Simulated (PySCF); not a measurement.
PySCF input for SnBr₂, SMILES [Sn]([Br])[Br] (connectivity only; charge and spin as stated), neutral, multiplicity 1, PBE-D3(BJ)/def2-SVP. Coordinates come from a PBE-D3(BJ)/def2-SVP optimisation. The isomer is the one that the SMILES or the coordinates give; other isomers of the formula were not compared. The def2 effective core potentials stand for the cores of Sn; spin–orbit coupling is left out.

```python
import numpy as np
from pyscf import gto, scf, dft, df
from pyscf.hessian import thermo

mol = gto.M(
    atom='''
    Sn    0.00000000    0.00000000    0.95650645
    Br    0.00000000   -1.96915394   -0.68321890
    Br    0.00000000    1.96915394   -0.68321890
    ''',
    basis='def2-SVP',
    ecp={'Sn': 'def2-svp'},
    charge=0,
    spin=0,
    max_memory=1600,
    verbose=3,
)
mf = dft.RKS(mol, xc='pbe').density_fit(auxbasis='def2-universal-jkfit')
mf.disp = 'd3bj'
mf.grids.level = 3
mf.conv_tol = 1e-11
mf.max_cycle = 100
mf.kernel()

# [left out here: the lines that compute and print the analytic Hessian (its translational invariance restored by hand, since the grid's response is missing), thermochemistry and intensities]
```

Program output:

```
converged SCF energy = -5361.33472795943

WARN: DFTD3 does not support analytical Hessian, using finite difference


WARN: Mole.unit (angstrom) is changed to Bohr

Mode                                 0                   1                   2
Irrep
Freq [cm^-1]                       71.9607            234.7505            237.2408
Reduced mass [au]                  85.1900             93.4308             91.3729
Force const [Dyne/A]                0.2599              3.0336              3.0300
Char temp [K]                     103.5354            337.7538            341.3367
Normal mode                   x     y     z       x     y     z       x     y     z
       0  Sn                 0.00 -0.00  0.04   -0.00  0.06  0.00    0.00  0.00 -0.06
       1  Br                 0.00  0.06 -0.03    0.00 -0.05 -0.04    0.00  0.05  0.04
       2  Br                 0.00 -0.06 -0.03   -0.00 -0.05  0.04   -0.00 -0.05  0.04
temperature 298.1500 [K]
pressure 101325.00 [Pa]
Rotational constants [GHz] 2.75958 0.81557 0.62952
Symmetry number 2
Zero-point energy (ZPE) 0.00124 [Eh]   3253.555 [J/mol]
                           tot       elec      trans        rot        vib
Entropy [J/mol/K]       330.393      0.000    178.955    118.951     32.488
Cv [J/mol/K]             48.117      0.000     12.472     12.472     23.174
Cp [J/mol/K]             56.432      0.000     20.786     12.472     23.174
Internal energy [J/mol]                      3718.434   3718.434   7986.357
Internal energy [Eh]   -5361.32885  -5361.33473
Enthalpy [J/mol]                             6197.391   3718.434   7986.357
Enthalpy [Eh]          -5361.32791
Gibbs free energy [J/mol]                  -47158.038 -31746.698  -1699.902
Gibbs free energy [Eh] -5361.36543
mode   freq/cm-1   IR/(km/mol)
   1       71.96         0.706
   2      234.75        47.441
   3      237.24        18.623
max |gradient| / (hartree/bohr): 4.4153578202087685e-05
APT charges: [ 1.0362 -0.5181 -0.5181]
```

The run converged.
